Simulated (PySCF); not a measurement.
MoO₂FBr, SMILES [O]=[Mo]([F])([Br])=[O], multiplicity 1. Geometry: PBE-D3(BJ)/def2-SVP. The spin state was assumed, not searched. The structure was generated by enumeration; whether it is a known compound was not checked. The def2 effective core potentials stand for the cores of Mo; spin–orbit coupling is left out.

Calculation: PBE-D3(BJ)/def2-SVP (PySCF 2.14.0).

Harmonic wavenumbers (cm⁻¹): 131, 168, 218, 230, 311, 375, 703, 1002, 1019. Rotational constants (GHz): 3.693, 1.181, 1.129; symmetry number 1.

Task: Work out the zero-point energy and the ideal-gas rigid-rotor harmonic-oscillator thermochemistry at 298.15 K and 1 atm.

Result: ZPE = ½ Σ hcν = ½ × 4156 cm⁻¹ = 24.86 kJ/mol. H − E(el) = 43.34 kJ/mol. Entropy in J/(mol K): translation 176.40, rotation 119.53, vibration 50.86, total 346.79. G − E(el) = -60.05 kJ/mol. Cp = 84.08 J/(mol K). Modes under 150 cm⁻¹ make the vibrational entropy uncertain.
